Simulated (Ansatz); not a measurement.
CH6B2O, SMILES `CBBO`. Charge 0, multiplicity 1.

Cartesian coordinates in Å:
```
C 0.818 -0.073 1.245
B 0.028 -0.652 0.030
B -0.344 0.206 -1.367
O -1.440 0.967 -1.626
H 1.504 -0.789 1.706
H 1.330 0.876 1.082
H 0.044 0.108 2.010
H -0.312 -1.806 0.111
H 0.444 0.162 -2.285
H -2.073 1.002 -0.905
```

Task: What are the harmonic wavenumbers in cm⁻¹ at PBE0-D4/def2-TZVP (Ansatz, finite differences of forces, unscaled)? (An estimate is asked.)

Result: Ansatz gave: 93, 118, 207, 259, 589, 612, 688, 800, 881, 923, 1006, 1034, 1137, 1192, 1300, 1377, 1425, 1469, 2517, 2546, 2994, 3084, 3134, 3873.

Task: Is this a minimum?

Result: Yes, all 24 modes are real.

Task: Give the ideal-gas thermochemistry at 298.15 K and 1 bar (rigid rotor, harmonic oscillator; point group C1, symmetry number 1).

Result: Zero-point energy 198.9 kJ/mol; H(298) − E = 217.3 kJ/mol; entropy 314.2 J/(mol·K), of which translation 159.0, rotation 102.8, vibration 52.4; G(298) − E = 123.7 kJ/mol. Modes under 100 cm⁻¹ are hindered rotations or soft bends, so the harmonic entropy is rough.
